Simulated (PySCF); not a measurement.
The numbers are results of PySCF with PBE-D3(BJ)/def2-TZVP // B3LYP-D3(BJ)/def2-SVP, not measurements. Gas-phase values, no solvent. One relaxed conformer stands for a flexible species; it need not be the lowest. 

Reference species (SMILES): `CO[Si](OC)(OC)OC` (neutral, multiplicity 1).

```json
{
  "HOMO–LUMO gap": "6.61 eV",
  "HOMO": "-6.46 eV",
  "S1 oscillator strength": "0.001"
}
```

Changed species: `[Si]([SiH3])([SiH3])([SiH3])[SiH3]` (4 of 4 OCH3 replaced by SiH3; the reference has 0 of 4 OCH3 replaced by SiH3).

Q: Give the shifts of the HOMO–LUMO gap, HOMO and S1 oscillator strength.

A: the HOMO–LUMO gap falls by 0.80 eV, to 5.81 eV; the HOMO falls by 0.49 eV, to -6.95 eV; the S1 oscillator strength stays essentially unchanged.
